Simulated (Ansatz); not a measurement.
`[SiH3][GeH]([Cl])[BH]Cl` + `[GaH3]` → `[SiH3][GeH2][Cl]` + `Cl[BH][GaH2]`  (redistribution)

Gas-phase electronic energies from Ansatz, PBE0-D4/def2-TZVP geometries. CBS: MP2 limit from def2 TZ/QZ plus the TZ coupled-cluster correction, frozen cores. DFT in def2-TZVPP. For Ga, Ge outer-core shells are correlated without core-valence functions, which leaves a few kJ/mol of doubt a bond. Scalar relativity is left out up to krypton. Each species was taken in one conformer, which may not be the lowest.

```tsv
species	PBE-D4 energy (Eh)
`[SiH3][GeH]([Cl])[BH]Cl`	-3313.98073
`[GaH3]`	-1926.31811
`[SiH3][GeH2][Cl]`	-2829.10047
`Cl[BH][GaH2]`	-2411.19408
```

Work out ΔE.

ΔE = (-2829.10047) + (-2411.19408) − (-3313.98073) − (-1926.31811) = 0.00429 Eh = +0.12 eV. CCSD(T)/CBS gives +0.10 eV.

Largest T1 diagnostic among the species: 0.014.

In def2-TZVPP, CCSD(T) changes the Hartree–Fock value by +0.07 eV (the triples alone add +0.02 eV) and MP2 by +0.11 eV. The D4 term adds +0.06 eV with B3LYP and +0.04 eV with PBE0; it sums over pairs of atoms, weighted by their polarisabilities, and B3LYP, whose exchange is more repulsive, gets the larger term.

B3LYP here is the variant with VWN-RPA as its local correlation; programs differ in this.
